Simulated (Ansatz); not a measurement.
Gas-phase electronic energies from Ansatz, PBE0-D4/def2-TZVP geometries. CCSD(T)/CBS adds triple-zeta CCSD(T) − MP2 to the extrapolated MP2 energy (def2 sets, frozen cores). This one scheme is used for every species. Open shells (•) are unrestricted, without spin–orbit coupling. Each species was taken in one conformer, which may not be the lowest.

Consider the homolysis of the O–Si bond: `N[Si@H](O)O[Si@@H](N)O` → `N[SiH]([O])O`• + `N[SiH]O`•.

`N[Si@H](O)O[Si@@H](N)O`:

```xyz
15

N     1.151   -2.091   -1.425
Si    0.982   -0.951   -0.171
O     2.049    0.286   -0.378
O    -0.564   -0.448   -0.259
Si   -1.492    0.812    0.217
N    -0.428    1.931    0.938
O    -2.660    0.383    1.280
H     1.967   -2.675   -1.504
H     0.329   -2.544   -1.790
H     1.281   -1.434    1.194
H     2.221    0.519   -1.293
H    -2.259    1.271   -0.959
H    -0.749    2.798    1.335
H     0.537    1.974    0.648
H    -2.365    0.168    2.167
```

`N[SiH]([O])O`•:

Z-matrix (Å, degrees):
```
Si
O 1 1.654
O 1 1.635 2 118.5
N 1 1.687 2 110.3 3 -119.9
H 1 1.495 2 95.5 3 116.2
H 3 0.958 1 117.4 2 71.6
H 4 1.005 1 122.0 2 138.8
H 4 1.004 1 123.0 2 -29.0
```

`N[SiH]O`•:

```xyz
7

N    -0.968   -0.436   -0.052
Si    0.415    0.266    0.698
O     1.161    1.280   -0.368
H    -1.746    0.140   -0.332
H    -1.287   -1.338    0.268
H     1.269   -0.910    1.073
H     1.157    0.999   -1.287
```

```csv
species,HF/def2-QZVPP energy (Eh)
`N[Si@H](O)O[Si@@H](N)O`,-916.53420
`N[SiH]([O])O`•,-495.65159
`N[SiH]O`•,-420.70033
```

Work out ΔE.

ΔE = (-495.65159) + (-420.70033) − (-916.53420) = 0.18228 Eh = +4.96 eV. CCSD(T)/CBS gives +6.43 eV.

Largest T1 diagnostic among the species: 0.015.

In def2-TZVPP, CCSD(T) changes the Hartree–Fock value by +1.33 eV (the triples alone add +0.09 eV) and MP2 by +1.70 eV; breaking electron pairs costs correlation energy, which Hartree–Fock lacks. The D4 term adds +0.21 eV with B3LYP and +0.12 eV with PBE0; it sums over pairs of atoms, weighted by their polarisabilities, and B3LYP, whose exchange is more repulsive, gets the larger term. From PBE to PBE0 (25 % exact exchange), in def2-TZVPP and without D4, ΔE moves by +0.17 eV.

B3LYP here is the variant with VWN-RPA as its local correlation; programs differ in this.
